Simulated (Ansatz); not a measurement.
One change: `OC#C[CH2][GaH2]` becomes `NC#CO`.

Ansatz, PBE0-D4/def2-TZVP geometries, multiplicity 1. Each molecule was computed in one conformer, which needn't be the lowest.

Scalar relativity is left out up to krypton.

| property | `OC#C[CH2][GaH2]` |
| --- | --- |
| HOMO–LUMO gap (B3LYP/def2-TZVPP) / eV | 4.59 |
| HOMO–LUMO gap (ωB97M-V/def2-TZVPP) / eV | 8.92 |
| HOMO energy (PBE/def2-TZVPP) / eV | -5.42 |
| HOMO–LUMO gap (PBE/def2-TZVPP) / eV | 3.08 |
| HOMO energy (ωB97M-V/def2-TZVPP) / eV | -8.79 |
| HOMO–LUMO gap (PBE0/def2-TZVPP) / eV | 5.09 |

Question: Give the same properties after the change, and the shifts. (An estimate is asked.)

Answer: Computed: 
```tsv
property	`NC#CO`	shift
HOMO–LUMO gap (B3LYP/def2-TZVPP) / eV	6.23	1.64
HOMO–LUMO gap (ωB97M-V/def2-TZVPP) / eV	10.56	1.64
HOMO energy (PBE/def2-TZVPP) / eV	-4.83	0.59
HOMO–LUMO gap (PBE/def2-TZVPP) / eV	4.67	1.59
HOMO energy (ωB97M-V/def2-TZVPP) / eV	-8.35	0.44
HOMO–LUMO gap (PBE0/def2-TZVPP) / eV	6.86	1.77
```

With PBE0 the HOMO rises by 0.52 eV and the LUMO rises by 2.29 eV, so the gap widens by about 1.77 eV. PBE moves the HOMO by 0.59 eV and ωB97M-V by 0.44 eV. The zero-point energy changes by -35.2 kJ/mol with -9 modes.

Positive LUMOs are unbound, so they and the gaps depend on the basis.

B3LYP here is the variant with VWN-RPA as its local correlation; programs differ in this.
